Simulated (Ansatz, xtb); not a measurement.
Relative energy of two isomers of FGeH6NSi

Structure a: `[NH2][GeH2][SiH2]F`, a singlet. Structure b: `N[SiH2][GeH2][F]`, a singlet. Both are isolated molecules in the gas phase, relaxed with B3LYP-D3(BJ)/def2-SVP, each in the lowest conformer that the search found.

a (Å):

```yaml
atoms:
  - { symbol: F, position_ang: [-1.4426, -0.7631, 3.2124] }
  - { symbol: Ge, position_ang: [-0.9272, 0.2290, 0.1663] }
  - { symbol: N, position_ang: [-2.6864, -0.3083, -0.0798] }
  - { symbol: Si, position_ang: [-0.7675, 0.5653, 2.5270] }
  - { symbol: H, position_ang: [-2.9155, -0.5802, -1.0352] }
  - { symbol: H, position_ang: [-2.9485, -1.0772, 0.5367] }
  - { symbol: H, position_ang: [-0.7304, 1.5392, -0.6268] }
  - { symbol: H, position_ang: [0.1418, -0.7891, -0.3253] }
  - { symbol: H, position_ang: [-1.5416, 1.7552, 2.9785] }
  - { symbol: H, position_ang: [0.6374, 0.6744, 3.0131] }
```

b (Å):

```yaml
atoms:
  - { symbol: F, position_ang: [1.0033, -0.0515, 0.4376] }
  - { symbol: Ge, position_ang: [-0.3538, 0.1911, 1.5476] }
  - { symbol: N, position_ang: [-2.2003, -1.0435, -1.0819] }
  - { symbol: Si, position_ang: [-2.2364, 0.2746, 0.0509] }
  - { symbol: H, position_ang: [-1.3899, -1.1148, -1.6934] }
  - { symbol: H, position_ang: [-2.4629, -1.9687, -0.7522] }
  - { symbol: H, position_ang: [-2.1685, 1.5650, -0.6915] }
  - { symbol: H, position_ang: [-3.5036, 0.1933, 0.8329] }
  - { symbol: H, position_ang: [-0.3298, -1.0477, 2.4788] }
  - { symbol: H, position_ang: [0.0065, 1.4504, 2.3731] }
```

Quicker runs give these differences E(b) − E(a): GFN2-xTB +3.9 kJ/mol; HF/STO-3G +47.5 kJ/mol (at GFN2-xTB geometries); r2SCAN-D4/def2-SVP +11.9 kJ/mol (at GFN2-xTB geometries).

Estimate E(b) − E(a) at the level CCSD(T)/def2-SVP + ΔMP2/def2-TZVPP.

Calculated at CCSD(T)/def2-SVP + ΔMP2/def2-TZVPP: E(b) − E(a) = +24.6 kJ/mol, so structure a lies lower.

Level by level:

```tsv
level	geometry	E(b) − E(a) (kJ/mol)	departure from the last row (kJ/mol)	job, with rough time for the two
GFN2-xTB	GFN2-xTB	+3.9	−20.7	optimisation, 0.68 s
HF/STO-3G	GFN2-xTB	+47.5	+23.0	single point, 2.7 s
r2SCAN-D4/def2-SVP	GFN2-xTB	+11.9	−12.6	single point, 11 s
B3LYP-D3(BJ)/def2-SVP	B3LYP-D3(BJ)/def2-SVP	+13.5	−11.0	optimisation, 4.4 min
HF/def2-SVP	B3LYP-D3(BJ)/def2-SVP	+14.4	−10.2	part of the CCSD(T) run
MP2/def2-SVP	B3LYP-D3(BJ)/def2-SVP	+20.2	−4.3	part of the CCSD(T) run
CCSD(T)/def2-SVP	B3LYP-D3(BJ)/def2-SVP	+19.3	−5.3	single point
CCSD(T)/def2-SVP + ΔMP2/def2-TZVPP	B3LYP-D3(BJ)/def2-SVP	+24.6		single point, 96 s
```

As drawn, b has 1 N–Si, 1 F–Ge in place of 1 Ge–N, 1 F–Si.

None of the levels shown reverses the order. The largest departure from CCSD(T)/def2-SVP + ΔMP2/def2-TZVPP is that of HF/STO-3G, 23.0 kJ/mol. The last row adds to CCSD(T) the change of the MP2 difference between the two basis sets, here +5.3 kJ/mol.

With harmonic frequencies from B3LYP-D3(BJ)/def2-SVP (ideal gas, rigid rotor, one conformer each, 298.15 K, 1 atm): on the last row, ΔE + ΔZPE = +23.1 kJ/mol. A mode under 50 cm⁻¹ makes harmonic enthalpies and free energies unreliable, so none is given.

The correlated steps freeze 16 core orbitals; the filled d shell of Ge is correlated, in a basis made for valence electrons. Codes used: Ansatz 0.2.0, xtb 6.7.1; the last row on 2 threads of AMD EPYC (Zen 3) on a shared host.
